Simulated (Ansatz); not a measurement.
Ansatz results at the PBE0-D4/def2-TZVP geometry: LUMO energy (PBE/def2-TZVPP) -2.13 eV; HOMO–LUMO gap (B3LYP/def2-TZVPP) 3.70 eV; HOMO–LUMO gap (PBE/def2-TZVPP) 2.12 eV.

**Question.** Which molecule gave them?
A. `C[C@@]12[C@H]3[C@H]4[C@H]5[C@H]6[C@@H]1[W-3]54632([C]#[O+])([C]#[O+])[C]#[O+]`
B. `[Cl][W]12345678([Cl])([C@H]9[C@@H]1[C@@H]2[C@@H]3[C@H]94)[C@H]1[C@@H]5[C@@H]6[C@@H]7[C@H]18`
C. `C[N](C)[Zr]1234([CH3])([Cl])[C@H]5[C@@H]1[C@@H]2[C@@H]3[C@H]54`
D. `C[N](C)[Sc]1234([N](C)C)[C@@H]5[C@H]1[C@H]2[C@@]3(C)[C@@H]54`

**Answer.** B. The others give `C[N](C)[Zr]1234([CH3])([Cl])[C@H]5[C@@H]1[C@@H]2[C@@H]3[C@H]54`: -1.79, 5.32, 3.66; `C[N](C)[Sc]1234([N](C)C)[C@@H]5[C@H]1[C@H]2[C@@]3(C)[C@@H]54`: -1.97, 4.08, 2.50; `C[C@@]12[C@H]3[C@H]4[C@H]5[C@H]6[C@@H]1[W-3]54632([C]#[O+])([C]#[O+])[C]#[O+]`: -2.28, 4.14, 2.88.

B3LYP here is the variant with VWN-RPA as its local correlation; programs differ in this.
